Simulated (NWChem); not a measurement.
System: SiHSF, singlet; SMILES F[Si]S

```xyz
4

Si     0.6727     0.6504     0.0000
F     -0.7105     1.5553     0.0000
S     -0.2498    -1.3234     0.0000
H      0.9732    -1.9281     0.0000
```
Atoms are numbered in this order, from 1.

Computed with NWChem. Pople sets run with spherical d functions. Low-valent species are run as closed-shell singlets; no triplet was tried in these runs. Coordinates come from a PBE-D3(BJ)/def2-SVP optimisation. Ions are spin-unrestricted doublets at the neutral geometry; other ion states weren't tried.

Problem. Order these by “ΔSCF minus −ε(HOMO) (eV)”, lowest first: LRC-wPBEh/6-31+G*; CAM-B3LYP/6-31+G*; M06-2X/6-31+G*; B3LYP/6-31+G*.

Solution. LRC-wPBEh/6-31+G* (0.50), CAM-B3LYP/6-31+G* (1.09), M06-2X/6-31+G* (1.34), B3LYP/6-31+G* (2.46)
